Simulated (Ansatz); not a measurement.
Computed with Ansatz on PBE0-D4/def2-TZVP structures; ΔE is electronic, products minus reactants. CCSD(T)/CBS adds triple-zeta CCSD(T) − MP2 to the extrapolated MP2 energy (def2 sets, frozen cores). DFT in def2-TZVPP. B3LYP here is the variant with VWN-RPA as its local correlation; programs differ in this. HSE06 is defined as in plane-wave codes. For Ge outer-core shells are correlated without core-valence functions, which leaves a few kJ/mol of doubt a bond. Scalar relativity is left out up to krypton. One conformer a species, not always the lowest.

`[F][Ge][O][SiH3]` + `S[CH2][GeH3]` → `[SiH3]S[CH2][GeH3]` + `[OH][Ge][F]`  (ligand exchange at the Si–O bond)

```csv
level,ΔE (kJ/mol),difference from CCSD(T)/CBS
HSE06-D4,29.4,-10.8
PBE-QIDH,36.4,-3.8
B3LYP,44.5,4.3
RPA@PBE/def2-TZVPP,45.9,5.7
HF/def2-SVP,58.9,18.7
MP2/def2-SVP,44.2,4.0
CCSD(T)/def2-SVP,46.1,5.9
CCSD/def2-TZVPP,46.5,6.3
HF/CBS(def2),63.6,23.4
MP2/CBS(def2),37.1,-3.1
CCSD(T)/CBS,40.2,0
```

Largest T1 diagnostic among the species: 0.015.

From BLYP to BHLYP (50 % exact exchange), in def2-TZVPP and without D4, ΔE moves by +9.5 kJ/mol. At CCSD(T), def2-SVP lies +5.9 kJ/mol from the extrapolated value and def2-TZVPP +2.9 kJ/mol.
